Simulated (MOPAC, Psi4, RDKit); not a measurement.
Relaxed torsion scan: SMILES C=C/C=C\N (C₄H₇N). Scanned: dihedral C3–C4–N5–H11; all other coordinates were relaxed at GFN2-xTB. Heavy atoms are numbered in the order of the SMILES C=C/C=C\N, hydrogens after them in the order of the atoms that carry them; the mirror image has the same energies with the sign of each dihedral reversed.

Methods: PBE-D3(BJ)/def2-TZVP // GFN2-xTB (Psi4); PM7, restricted, heats of formation // GFN2-xTB (MOPAC); MMFF94 // GFN2-xTB (RDKit).

Energies in mEh, each method relative to its own lowest point.

```json
[
 {"φ / °": "-160", "PBE-D3(BJ)/def2-TZVP": "0.0", "PM7": "0.0", "MMFF94": "0.2"},
 {"φ / °": "-140", "PBE-D3(BJ)/def2-TZVP": "0.7", "PM7": "1.0", "MMFF94": "0.2"},
 {"φ / °": "-120", "PBE-D3(BJ)/def2-TZVP": "3.5", "PM7": "3.4", "MMFF94": "2.3"},
 {"φ / °": "-100", "PBE-D3(BJ)/def2-TZVP": "8.0", "PM7": "6.5", "MMFF94": "5.5"},
 {"φ / °": "-80", "PBE-D3(BJ)/def2-TZVP": "7.9", "PM7": "8.9", "MMFF94": "8.4"},
 {"φ / °": "-60", "PBE-D3(BJ)/def2-TZVP": "4.3", "PM7": "5.2", "MMFF94": "4.7"},
 {"φ / °": "-40", "PBE-D3(BJ)/def2-TZVP": "1.3", "PM7": "1.9", "MMFF94": "1.4"},
 {"φ / °": "-20", "PBE-D3(BJ)/def2-TZVP": "0.0", "PM7": "0.2", "MMFF94": "0.0"},
 {"φ / °": "0", "PBE-D3(BJ)/def2-TZVP": "0.8", "PM7": "0.3", "MMFF94": "1.5"},
 {"φ / °": "20", "PBE-D3(BJ)/def2-TZVP": "0.0", "PM7": "0.2", "MMFF94": "0.0"},
 {"φ / °": "40", "PBE-D3(BJ)/def2-TZVP": "1.3", "PM7": "1.9", "MMFF94": "1.4"},
 {"φ / °": "60", "PBE-D3(BJ)/def2-TZVP": "4.3", "PM7": "5.2", "MMFF94": "4.7"},
 {"φ / °": "80", "PBE-D3(BJ)/def2-TZVP": "7.9", "PM7": "8.9", "MMFF94": "8.4"},
 {"φ / °": "100", "PBE-D3(BJ)/def2-TZVP": "8.0", "PM7": "6.5", "MMFF94": "5.5"},
 {"φ / °": "120", "PBE-D3(BJ)/def2-TZVP": "3.5", "PM7": "3.4", "MMFF94": "2.3"},
 {"φ / °": "140", "PBE-D3(BJ)/def2-TZVP": "0.7", "PM7": "1.0", "MMFF94": "0.2"},
 {"φ / °": "160", "PBE-D3(BJ)/def2-TZVP": "0.0", "PM7": "0.0", "MMFF94": "0.2"},
 {"φ / °": "180", "PBE-D3(BJ)/def2-TZVP": "0.8", "PM7": "0.1", "MMFF94": "1.8"}
]
```
